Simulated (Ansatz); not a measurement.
Reaction (redistribution): `B[SiH](N)P` + `C#[C][SnH2][F]` → `[BH2][SnH2][C]#C` + `N[SiH](F)P`

Isolated molecules relaxed with PBE0-D4/def2-TZVP in Ansatz; ΔE leaves out vibrations. CCSD(T)/CBS adds triple-zeta CCSD(T) − MP2 to the extrapolated MP2 energy (def2 sets, frozen cores). Functionals use def2-TZVPP. B3LYP here is the variant with VWN-RPA as its local correlation; programs differ in this. Elements past krypton have def2 core potentials. For Sn outer-core shells are correlated without core-valence functions, which leaves a few kJ/mol of doubt a bond. One conformer a species, not always the lowest.

`B[SiH](N)P`:

```xyz
11

B     1.191    0.310   -0.675
Si   -0.087    0.108    0.766
N    -1.330    1.246    1.031
P    -0.467   -1.527   -0.833
H     2.262   -0.217   -0.633
H     0.920    1.061   -1.569
H     0.178   -0.632    2.019
H    -2.152    1.026    1.568
H    -1.501    1.977    0.361
H     0.486   -2.426   -0.287
H     0.500   -0.928   -1.748
```

`C#[C][SnH2][F]`:

Cartesian coordinates in Å:
```
C -1.930 -0.666 -0.652
C -0.837 -0.288 -0.311
Sn 1.052 0.367 0.222
F 1.073 0.324 2.141
H -2.900 -1.001 -0.943
H 2.252 -0.729 -0.264
H 1.289 1.993 -0.193
```

`[BH2][SnH2][C]#C`:

```xyz
9

B     1.063   -0.420    1.720
Sn   -0.352    0.732    0.418
C    -0.533   -0.152   -1.467
C    -0.615   -0.686   -2.546
H     1.282   -0.048    2.833
H     1.605   -1.404    1.320
H     0.171    2.335    0.150
H    -1.929    0.797    1.073
H    -0.692   -1.154   -3.501
```

`N[SiH](F)P`:

Z-matrix (Å, degrees):
```
Si
F 1 1.607
P 1 2.240 2 105.0
N 1 1.696 2 114.5 3 -117.5
H 1 1.481 2 105.5 3 124.8
H 3 1.420 1 93.6 2 61.3
H 3 1.420 1 93.0 2 155.6
H 4 1.007 1 122.1 2 73.6
H 4 1.007 1 121.9 2 -82.6
```

CCSD(T)/CBS gives -106.0 kJ/mol.

(1) Another level gave -105.2 kJ/mol. Which?
A. CCSD/def2-TZVPP
B. B97M-V/def2-TZVPP
C. B3LYP/def2-TZVPP
D. revPBE-D4/def2-TZVPP

(2) What do rigid-rotor, harmonic-oscillator terms from PBE0-D4/def2-TZVP frequencies (298.15 K, 1 bar) make of the CCSD(T)/CBS value? (Estimate.)

Largest T1 diagnostic among the species: 0.016.

Results:

(1) C. B3LYP -105.2, CCSD/def2-TZVPP -121.6, revPBE-D4 -65.2, B97M-V -81.9 kJ/mol.

(2) The calculation gave: ΔZPE = -0.5 kJ/mol, ΔH = -105.1 kJ/mol, ΔS = 14 J/(mol·K), ΔG = -109.2 kJ/mol.

From r2SCAN to r2SCAN0 (25 % exact exchange), in def2-TZVPP and without D4, ΔE moves by −13.0 kJ/mol. Leaving LDA and LC-ωPBE aside and taking each functional with its dispersion term where it has one, the values, not all of them listed here, spread over 56.8 kJ/mol, from BHLYP-D4 to revPBE-D4. LDA lies +7.3 kJ/mol from PBE without D4.
